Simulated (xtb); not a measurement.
xtb input:

```bash
xtb mol.xyz --gfn 2 --ohess tight --chrg 0 --uhf 0
```
mol.xyz:
```
11

C     -1.71781394    -0.97700648     0.05300753
Sn    -0.00730520     0.27723520    -0.06640284
C      1.77696874    -0.83372953     0.33171218
H     -1.84437212    -1.40423043     1.03406067
H     -1.64753475    -1.72233914    -0.73199067
H     -2.61132145    -0.35896633    -0.13428713
H      0.13160992     1.02472984    -1.62361026
H     -0.13699775     1.58394144     1.11049682
H      1.66864321    -1.35405227     1.34676546
H      1.87292777    -1.64463784    -0.42835789
H      2.68122580    -0.19806309     0.28908852
```

What final total energy does it print?

-10.40634 Eh (GFN2-xTB).
